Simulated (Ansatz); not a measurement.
`[F][Sn]([F])([F])[Cl]` + HBr → `[F][Sn]([F])([Cl])[Br]` + H–F at 700 K and 1 bar (ligand exchange at the Sn–F bond).

Isolated molecules relaxed with PBE0-D4/def2-TZVP in Ansatz; ΔE leaves out vibrations. CBS: MP2 limit from def2 TZ/QZ plus the TZ coupled-cluster correction, frozen cores. This one scheme is used for every species. Elements past krypton have def2 core potentials. For Br, Sn outer-core shells are correlated without core-valence functions, which leaves a few kJ/mol of doubt a bond. Scalar relativity is left out up to krypton.

```csv
species,CCSD(T)/CBS energy (Eh),H − E (kJ/mol),S (J/(mol·K))
`[F][Sn]([F])([F])[Cl]`,-973.31691,79.0,430.5
HBr,-2573.91920,36.5,223.7
`[F][Sn]([F])([Cl])[Br]`,-3446.86348,78.1,464.2
H–F,-100.39570,45.2,198.5
```

H − E and S are ideal-gas, rigid-rotor, harmonic terms from PBE0-D4/def2-TZVP. 1 Eh = 2625.50 kJ/mol, R = 8.31446 J/(mol·K).

Task: By hand: ΔE, ΔH, ΔS and ΔG.

Result: ΔE = (-3446.86348) + (-100.39570) − (-973.31691) − (-2573.91920) = -0.02307 Eh = -60.6 kJ/mol. Δ(H − E) = 78.1 + 45.2 − 79.0 − 36.5 = 7.8, so ΔH = -52.8 kJ/mol. ΔS = 464.2 + 198.5 − 430.5 − 223.7 = 8.5 J/(mol·K). ΔG = -52.8 − 700 × (8.5)/1000 = -58.8 kJ/mol.

Task: By hand: the equilibrium constant, and the temperature at which ΔG would vanish if ΔH and ΔS stayed fixed.

Result: log₁₀ K = −ΔG/(RT ln 10) = 4.4. ΔH and −TΔS have one sign here, so there is no such temperature.

The number of gas molecules stays the same, so ΔS is small and ΔH decides. A doubt of 5 kJ/mol in ΔE shifts log₁₀ K by 0.4 here. These are equilibria of isolated gas molecules and say nothing of rates. Largest T1 diagnostic: 0.014 (customary marks: 0.02 for closed shells, 0.045 for open ones).
